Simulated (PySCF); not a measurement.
# Partial charges of `C[SiH2]C[SiH2]S[SiH3]`

Compound: C₂H₁₂SSi₃.
SMILES with atom numbers: `[CH3:1][SiH2:2][CH2:3][SiH2:4][S:5][SiH3:6]` (hydrogens: H7, H8, H9 on C1; H10, H11 on Si2; H12, H13 on C3; H14, H15 on Si4; H16, H17, H18 on Si6)

Cartesian coordinates in Å at the GFN2-xTB level; atoms count from 1:
```
atom  x, y, z in Å
C1    -2.723    0.091   -0.454
Si2   -1.334   -1.090    0.058
C3    -0.217   -0.236    1.352
Si4    0.531    1.434    0.861
S5     1.578    1.311   -1.021
Si6    2.978   -0.279   -0.738
H7    -3.299    0.428    0.404
H8    -3.410   -0.391   -1.143
H9    -2.323    0.971   -0.950
H10   -0.541   -1.486   -1.111
H11   -1.893   -2.302    0.678
H12    0.592   -0.922    1.609
H13   -0.788   -0.089    2.268
H14   -0.461    2.465    0.593
H15    1.501    1.886    1.861
H16    2.261   -1.550   -0.724
H17    3.868   -0.157   -1.879
H18    3.670   -0.078    0.531
```

Density: PBE0/pcSseg-1 (PySCF); schemes: Mulliken, IAO, Hirshfeld and ESP-fitted. One conformer (not necessarily the lowest) at the GFN2-xTB geometry, without solvent, vibrations or thermal averaging.

Task: Give the atomic charges in each scheme.

Result: In e:

```json
{"atom": "C1", "environment": "Si-methyl carbon", "Mulliken": "-0.633", "IAO": "-0.718", "Hirshfeld": "-0.212", "ESP-fitted": "-0.644"}
{"atom": "Si2", "environment": "SiH2 silicon", "Mulliken": "+0.646", "IAO": "+0.773", "Hirshfeld": "+0.341", "ESP-fitted": "+0.672"}
{"atom": "C3", "environment": "sp3 carbon bound to silicon", "Mulliken": "-0.863", "IAO": "-0.835", "Hirshfeld": "-0.249", "ESP-fitted": "-0.525"}
{"atom": "Si4", "environment": "SiH2 silicon", "Mulliken": "+0.564", "IAO": "+0.695", "Hirshfeld": "+0.320", "ESP-fitted": "+0.466"}
{"atom": "S5", "environment": "sulfur bonded to 2 Si", "Mulliken": "-0.540", "IAO": "-0.441", "Hirshfeld": "-0.182", "ESP-fitted": "-0.406"}
{"atom": "Si6", "environment": "SiH3 silicon", "Mulliken": "+0.450", "IAO": "+0.547", "Hirshfeld": "+0.298", "ESP-fitted": "+0.390"}
{"atom": "H7", "environment": "methyl hydrogen", "Mulliken": "+0.137", "IAO": "+0.154", "Hirshfeld": "+0.042", "ESP-fitted": "+0.154"}
{"atom": "H8", "environment": "methyl hydrogen", "Mulliken": "+0.143", "IAO": "+0.160", "Hirshfeld": "+0.045", "ESP-fitted": "+0.159"}
{"atom": "H9", "environment": "methyl hydrogen", "Mulliken": "+0.152", "IAO": "+0.158", "Hirshfeld": "+0.042", "ESP-fitted": "+0.157"}
{"atom": "H10", "environment": "Si–H hydrogen", "Mulliken": "-0.062", "IAO": "-0.124", "Hirshfeld": "-0.083", "ESP-fitted": "-0.152"}
{"atom": "H11", "environment": "Si–H hydrogen", "Mulliken": "-0.083", "IAO": "-0.129", "Hirshfeld": "-0.086", "ESP-fitted": "-0.176"}
{"atom": "H12", "environment": "methylene hydrogen", "Mulliken": "+0.181", "IAO": "+0.163", "Hirshfeld": "+0.041", "ESP-fitted": "+0.124"}
{"atom": "H13", "environment": "methylene hydrogen", "Mulliken": "+0.174", "IAO": "+0.166", "Hirshfeld": "+0.044", "ESP-fitted": "+0.148"}
{"atom": "H14", "environment": "Si–H hydrogen", "Mulliken": "-0.041", "IAO": "-0.109", "Hirshfeld": "-0.070", "ESP-fitted": "-0.060"}
{"atom": "H15", "environment": "Si–H hydrogen", "Mulliken": "-0.039", "IAO": "-0.121", "Hirshfeld": "-0.079", "ESP-fitted": "-0.108"}
{"atom": "H16", "environment": "Si–H hydrogen", "Mulliken": "-0.063", "IAO": "-0.122", "Hirshfeld": "-0.073", "ESP-fitted": "-0.077"}
{"atom": "H17", "environment": "Si–H hydrogen", "Mulliken": "-0.058", "IAO": "-0.096", "Hirshfeld": "-0.065", "ESP-fitted": "-0.043"}
{"atom": "H18", "environment": "Si–H hydrogen", "Mulliken": "-0.065", "IAO": "-0.120", "Hirshfeld": "-0.073", "ESP-fitted": "-0.080"}
```

Mean size of the charges over all atoms: IAO 0.313 e, Mulliken 0.272 e, ESP-fitted 0.252 e, Hirshfeld 0.130 e. Each set sums to the total charge, 0, to within 0.001 e. The ESP scheme fits charges at the nuclei, held to the total charge, to the electrostatic potential on points at 1.4 to 2.0 times the van der Waals radii.

Lowest charge. The schemes don't all agree: Mulliken C3 (-0.863); IAO C3 (-0.835); Hirshfeld C3 (-0.249); ESP-fitted C1 (-0.644).

Highest charge. All schemes agree: Mulliken Si2 (+0.646); IAO Si2 (+0.773); Hirshfeld Si2 (+0.341); ESP-fitted Si2 (+0.672).

Task: How many electrons does the IAO scheme count on C3?

Result: Z − q = 6 − (-0.835) = 6.835.

Task: How closely do the schemes follow one another over all atoms?

Result: Correlation coefficient and root-mean-square difference: Mulliken with IAO 0.99, 0.069 e; IAO with ESP-fitted 0.99, 0.106 e; Mulliken with ESP-fitted 0.97, 0.098 e; IAO with Hirshfeld 0.97, 0.251 e; Hirshfeld with ESP-fitted 0.96, 0.171 e; Mulliken with Hirshfeld 0.93, 0.227 e.

Task: Sum the charges by element, for elements with more than one atom.

Result: 
```json
{"element": "C", "atoms": "2", "Mulliken": "-1.496", "IAO": "-1.552", "Hirshfeld": "-0.461", "ESP-fitted": "-1.169"}
{"element": "Si", "atoms": "3", "Mulliken": "+1.659", "IAO": "+2.014", "Hirshfeld": "+0.958", "ESP-fitted": "+1.528"}
{"element": "H", "atoms": "12", "Mulliken": "+0.377", "IAO": "-0.021", "Hirshfeld": "-0.315", "ESP-fitted": "+0.048"}
```

These values come from a run that also computed NMR shieldings. Time: 40 s of wall time; peak memory 0.85 GiB. Hardware: one thread, Intel Xeon (x86_64), shared host.
